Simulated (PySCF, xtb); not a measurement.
hydrogen selenide (H₂Se), SMILES [SeH2].

GFN2-xTB run with xtb at its own geometry gives an orbital gap of 4.37 eV and a dipole moment of 1.50 D.

Geometry: ωB97X-D3(BJ)/def2-TZVPD.

Task: What does PySCF with r2SCAN/def2-TZVPD give? (An estimate is asked for; the answer gives what the named calculation found.)

Result: gap 5.66 eV (levels -6.23 and -0.57 eV), dipole 0.74 D.
